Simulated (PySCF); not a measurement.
Al(Cl)(I)(OMe) (CH₃AlClIO), SMILES C[O][Al]([Cl])[I]. Atoms are numbered in the order given.

```xyz
8

Al     0.0867     1.0014     0.0000
Cl     1.8836     2.0661     0.0000
I      0.0656    -1.4653     0.0000
O     -1.3535     1.8674     0.0000
C     -2.7361     1.6379     0.0000
H     -3.1972     2.0966     0.8918
H     -3.1972     2.0966    -0.8918
H     -2.9866     0.5609     0.0000
```

Geometry optimised at B3LYP-D3(BJ)/def2-SVP. The structure was generated by enumeration; whether it is a known compound was not checked. The def2 effective core potentials stand for the cores of I; spin–orbit coupling is left out. Other conformers were not sampled.

Computed with r2SCAN/def2-TZVP in PySCF.

ESP charges are fitted to the potential on shells at 1.4 to 2.0 van der Waals radii. Atomic charges (e):

```csv
atom,Mulliken,Löwdin,ESP fit
Al1,0.58,-0.64,0.61
Cl2,-0.23,0.32,-0.24
I3,-0.20,0.28,-0.16
O4,-0.33,0.08,-0.33
C5,-0.14,-0.35,-0.13
H6,0.11,0.11,0.10
H7,0.11,0.11,0.10
H8,0.10,0.10,0.05
```
